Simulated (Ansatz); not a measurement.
Geometry optimisation, RKS r2SCAN-D4/def2-SVP in Ansatz.

Input:

```yaml
crystal:
  periodic: [false, false, false]
  atoms:
    - { symbol: Se, position_ang: [-0.43073, -2.11428, -0.51531] }
    - { symbol: C, position_ang: [-0.11517, -0.50101, 0.10183] }
    - { symbol: Se, position_ang: [0.26366, 1.00655, -0.94111] }
    - { symbol: H, position_ang: [-0.12634, -0.30735, 1.16901] }
    - { symbol: H, position_ang: [0.40857, 1.9161, 0.18559] }
basis:
  gaussian: { orbitals: def2-SVP }
hamiltonian:
  xc: r2scan
  dispersion: d4
relax:
  f_tol: 0.02
  max_steps: 50
```

Launched with:

```bash
$ ansatz run input.yaml --threads 2 --pin off --max-ram 3072MiB --backend cpu --events-out ev --progress --plain --runs-dir out
```

Question: Where does it end, and by what steps?

Answer: The forces met the threshold. After 3 steps the energy has fallen by 0.013 eV; Se1 moved furthest, 0.02 Å.

```tsv
step	energy less start (eV)	largest force component (eV/Å)	accepted
0	0.0000	0.521	yes
1	-0.0115	0.132	yes
2	-0.0109	0.158	no
3	-0.0129	0.013	yes
```

```xyz
5
Properties=species:S:1:pos:R:3
Se -0.432 -2.120 -0.537
C -0.116 -0.510 0.109
Se 0.262 0.992 -0.943
H -0.125 -0.299 1.188
H 0.412 1.937 0.183
```

Time of the run: 9.9 s on 2 threads of Arm Neoverse V2 (shared host), peak memory 0.15 GiB.
